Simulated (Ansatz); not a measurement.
Energy difference R1 → P1 + P2, each structure at its B3LYP-D3(BJ)/def2-TZVP stationary point, reached from a drawn start (curvature not checked).
P1: O atom, charge 0, multiplicity 3.
P2: S atom, charge 0, multiplicity 3.
R1, OS (SMILES O=S) (charge 0, multiplicity 3, Z-matrix in Å and degrees):
```
S
O 1 1.4899
```

P less R. No zero-point or thermal terms; open shells are unrestricted; no spin–orbit coupling.

Correlated levels freeze the cores.

Programs: Ansatz (Gaussian basis) for Hartree–Fock, density functionals and correlated methods. No computed number here is a measurement.

PBE/def2-TZVPP gives 140.43 kcal/mol for the reaction energy.

Predict the shift from PBE, with its sign, for: r2SCAN/def2-TZVPP, B3LYP/def2-TZVPP, wB97M-V/def2-TZVPP, B2PLYP/def2-TZVPP, MP2/cc-pV(Q+d)Z, CCSD(T)/cc-pV(Q+d)Z.

r2SCAN/def2-TZVPP -8.34; B3LYP/def2-TZVPP -14.56; wB97M-V/def2-TZVPP -13.89; B2PLYP/def2-TZVPP -15.08; MP2/cc-pV(Q+d)Z -8.98; CCSD(T)/cc-pV(Q+d)Z -18.67 kcal/mol. 0 of 6 lie above PBE; the widest gap is to CCSD(T)/cc-pV(Q+d)Z.

Ansatz is a program for electronic structure.
